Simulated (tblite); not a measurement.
Species: C7H14P (charge +1).
SMILES with atom numbers: `[CH3:1][PH+:2]([CH:3]1[CH2:4][CH2:5]1)[CH:6]1[CH2:7][CH2:8]1` (hydrogens: H9, H10, H11 on C1; H12 on P2; H13 on C3; H14, H15 on C4; H16, H17 on C5; H18 on C6; H19, H20 on C7; H21, H22 on C8)

Computed with GFN2-xTB (tblite), gas phase: L-BFGS steps from a force-field or distance-geometry start until the largest atomic force falls under 0.01 eV/Å.

Step 24: E = -658.0514 eV
```
atom  x, y, z in Å  |  force x, y, z in eV/Å
C1      0.6330   -1.9851    0.5274   -0.031  -0.027   0.039
P2      0.0613   -0.2944    0.2188    0.026  -0.069   0.055
C3      1.2478    0.5767   -0.8226    0.049   0.015  -0.005
C4      2.7045    0.4954   -0.4212    0.011  -0.078  -0.009
C5      1.9784    1.7828   -0.2821    0.017   0.056  -0.008
C6     -1.6294   -0.3893   -0.3846   -0.021   0.038  -0.094
C7     -2.5647    0.7910   -0.3409    0.023   0.075   0.005
C8     -2.7677   -0.3328    0.6106    0.030  -0.062  -0.007
H9     -0.2122   -2.5996    0.8455    0.065   0.018  -0.041
H10     1.0611   -2.3924   -0.3939   -0.073   0.014   0.111
H11     1.3895   -2.0005    1.3137    0.005   0.015  -0.093
H12     0.0286    0.3708    1.4231   -0.023   0.037   0.107
H13     1.0223    0.5506   -1.8831   -0.070   0.000   0.021
H14     3.4280    0.3875   -1.2133    0.020   0.021  -0.033
H15     2.9816   -0.0383    0.4753   -0.058  -0.024   0.047
H16     1.7496    2.1373    0.7124   -0.064  -0.042   0.019
H17     2.2190    2.5797   -0.9670   -0.079   0.025  -0.069
H18    -1.7272   -1.0799   -1.2147    0.008  -0.034  -0.071
H19    -2.2025    1.7312    0.0431    0.073   0.052   0.050
H20    -3.2608    0.9107   -1.1576    0.041  -0.036  -0.009
H21    -3.5983   -1.0007    0.4513   -0.034  -0.050  -0.041
H22    -2.5521   -0.1811    1.6574    0.084   0.056   0.025
```

Step 25: E = -658.0547 eV
```
atom  x, y, z in Å  |  force x, y, z in eV/Å
C1      0.6308   -1.9907    0.5321   -0.017   0.012   0.036
P2      0.0640   -0.3008    0.2185   -0.003   0.005   0.049
C3      1.2474    0.5730   -0.8249    0.036  -0.027   0.011
C4      2.7043    0.4977   -0.4250    0.024   0.000   0.004
C5      1.9686    1.7826   -0.2824    0.072   0.000   0.001
C6     -1.6265   -0.3880   -0.3877    0.001   0.018  -0.069
C7     -2.5573    0.7950   -0.3418   -0.003   0.035   0.067
C8     -2.7643   -0.3344    0.6078    0.001  -0.004  -0.025
H9     -0.2151   -2.5963    0.8584    0.019  -0.029  -0.024
H10     1.0529   -2.4053   -0.3870   -0.060  -0.002   0.068
H11     1.3907   -2.0033    1.3134    0.036   0.011  -0.056
H12     0.0279    0.3696    1.4212   -0.014   0.017   0.089
H13     1.0201    0.5440   -1.8849   -0.064   0.004   0.019
H14     3.4277    0.3999   -1.2201   -0.004   0.017   0.000
H15     2.9917   -0.0307    0.4725   -0.084  -0.031   0.012
H16     1.7358    2.1302    0.7143   -0.050  -0.037  -0.004
H17     2.2096    2.5818   -0.9639   -0.095   0.036  -0.069
H18    -1.7262   -1.0763   -1.2195    0.007  -0.032  -0.074
H19    -2.1957    1.7314    0.0535    0.076   0.035   0.028
H20    -3.2486    0.9239   -1.1620    0.047  -0.054   0.027
H21    -3.5965   -1.0018    0.4481   -0.008  -0.020  -0.047
H22    -2.5516   -0.1821    1.6572    0.083   0.043  -0.043
```

Step 26: E = -658.0576 eV
```
atom  x, y, z in Å  |  force x, y, z in eV/Å
C1      0.6289   -1.9945    0.5363   -0.009   0.046   0.028
P2      0.0659   -0.3054    0.2193   -0.031   0.073   0.034
C3      1.2478    0.5700   -0.8264    0.012  -0.050   0.027
C4      2.7045    0.4991   -0.4276    0.027   0.065   0.012
C5      1.9627    1.7826   -0.2826    0.084  -0.047   0.002
C6     -1.6243   -0.3866   -0.3915    0.023  -0.004  -0.031
C7     -2.5517    0.7987   -0.3413   -0.010  -0.008   0.091
C8     -2.7616   -0.3359    0.6053   -0.014   0.041  -0.037
H9     -0.2166   -2.5944    0.8672   -0.027  -0.067   0.005
H10     1.0456   -2.4146   -0.3805   -0.041  -0.017   0.010
H11     1.3924   -2.0052    1.3118    0.064   0.007  -0.009
H12     0.0266    0.3691    1.4218   -0.008  -0.006   0.059
H13     1.0170    0.5390   -1.8858   -0.053   0.007   0.024
H14     3.4270    0.4090   -1.2252   -0.013   0.007   0.027
H15     2.9971   -0.0258    0.4709   -0.091  -0.033  -0.018
H16     1.7245    2.1243    0.7155   -0.029  -0.028  -0.029
H17     2.2011    2.5840   -0.9630   -0.101   0.030  -0.053
H18    -1.7253   -1.0741   -1.2247    0.009  -0.009  -0.060
H19    -2.1891    1.7324    0.0618    0.068   0.011   0.007
H20    -3.2386    0.9326   -1.1650    0.043  -0.051   0.053
H21    -3.5951   -1.0035    0.4450    0.024   0.015  -0.042
H22    -2.5491   -0.1816    1.6561    0.074   0.019  -0.098
```

Question: Estimate the geometry and energy of step 27. (The exact step hangs on the optimiser's Hessian estimate; all steps are aligned on step 26, rigid shifts and turns removed.)

Answer: E = -658.0609 eV, largest force 0.147 eV/Å
```
atom  x, y, z in Å  |  force x, y, z in eV/Å
C1      0.6262   -1.9981    0.5418   -0.003   0.061   0.018
P2      0.0675   -0.3094    0.2210   -0.052   0.117   0.015
C3      1.2487    0.5655   -0.8276   -0.014  -0.052   0.038
C4      2.7056    0.5016   -0.4306    0.022   0.109   0.017
C5      1.9574    1.7823   -0.2830    0.054  -0.074  -0.005
C6     -1.6216   -0.3850   -0.3966    0.037  -0.025   0.015
C7     -2.5453    0.8031   -0.3391    0.001  -0.044   0.079
C8     -2.7588   -0.3371    0.6017   -0.015   0.069  -0.044
H9     -0.2189   -2.5935    0.8775   -0.057  -0.086   0.037
H10     1.0362   -2.4258   -0.3726   -0.024  -0.022  -0.047
H11     1.3955   -2.0070    1.3098    0.080   0.003   0.035
H12     0.0256    0.3685    1.4238   -0.005  -0.030   0.022
H13     1.0123    0.5339   -1.8862   -0.036   0.006   0.034
H14     3.4271    0.4201   -1.2305   -0.015  -0.008   0.045
H15     3.0017   -0.0209    0.4687   -0.086  -0.036  -0.042
H16     1.7111    2.1168    0.7164    0.001  -0.013  -0.052
H17     2.1885    2.5869   -0.9631   -0.098   0.012  -0.024
H18    -1.7242   -1.0719   -1.2316    0.015   0.029  -0.032
H19    -2.1800    1.7337    0.0713    0.052  -0.018  -0.015
H20    -3.2265    0.9414   -1.1669    0.029  -0.036   0.072
H21    -3.5936   -1.0045    0.4401    0.050   0.050  -0.034
H22    -2.5450   -0.1811    1.6533    0.062  -0.011  -0.133
```

The energy changes by -0.0033 eV. The first-order estimate −F·Δx gives -0.0045 eV and the mean of the old and new forces, exact on a quadratic surface, -0.0034 eV. The step makes an angle of 72° with the force vector and moves no atom by more than 0.017 Å.

What follows is the cost of the whole relaxation. The run took 1.2 s wall on an Arm Neoverse V1 with one thread, no GPU, shared host with 32 logical CPUs at a one-minute load of 11.
